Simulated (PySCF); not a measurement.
H₂O₄S, charge +1, doublet, geometry from GFN2-xTB (a state made from the parent by changing its charge; the spin is typed, not shown lowest). Base run: PBE0/6-31G run with PySCF.

The PySCF input:
```python
from pyscf import gto, scf, dft, solvent

mol = gto.M(
    atom='''
O    -0.46168540    1.41381257   -0.06143020
S    -0.01641528   -0.02565534   -0.00221345
O    -0.38349705   -0.82670899   -1.15698142
O    -0.67495931   -0.82754655    1.01425854
O     1.46703709    0.15744598    0.19699242
H    -1.38678335    1.66449126   -0.18551652
H     2.07426509   -0.59002988    0.27821697
''',
    basis='6-31g',
    charge=1,
    spin=1,
    verbose=4,
)

mf = dft.UKS(mol)
mf.xc = 'pbe0'
mf.kernel()
```

Variants of this job, named by their change:

```json
[
 {"change": "base", "ΔE vs base (kJ/mol)": "0.00"},
 {"change": "model = IEF-PCM; solvent = water", "ΔE vs base (kJ/mol)": "-338.8"},
 {"change": "model = IEF-PCM; solvent = water; lebedev_order = 11", "ΔE vs base (kJ/mol)": "-329.2"},
 {"change": "model = IEF-PCM; solvent = chloroform", "ΔE vs base (kJ/mol)": "-262.4"},
 {"change": "model = COSMO; solvent = water", "ΔE vs base (kJ/mol)": "-337.3"},
 {"change": "model = SS(V)PE; solvent = water", "ΔE vs base (kJ/mol)": "-327.0"},
 {"change": "model = IEF-PCM; solvent = 2-propanol", "ΔE vs base (kJ/mol)": "-323.3"},
 {"change": "model = ddCOSMO; solvent = water", "ΔE vs base (kJ/mol)": "-300.9"},
 {"change": "model = IEF-PCM; solvent = methanol", "ΔE vs base (kJ/mol)": "-331.7"},
 {"change": "model = IEF-PCM; solvent = water; r_probe = 0.5", "ΔE vs base (kJ/mol)": "-242.5"},
 {"change": "model = IEF-PCM; solvent = water; vdw_scale = 1.0", "ΔE vs base (kJ/mol)": "-463.2"},
 {"change": "model = IEF-PCM; solvent = dimethylsulfoxide", "ΔE vs base (kJ/mol)": "-335.4"}
]
```

The base is the gas phase, so ΔE is the electrostatic part of solvation at a fixed geometry, without cavity and dispersion terms.

Open shells are given as the SCF converged; they aren't shown to be the lowest states, and a large step between rows can be another state.
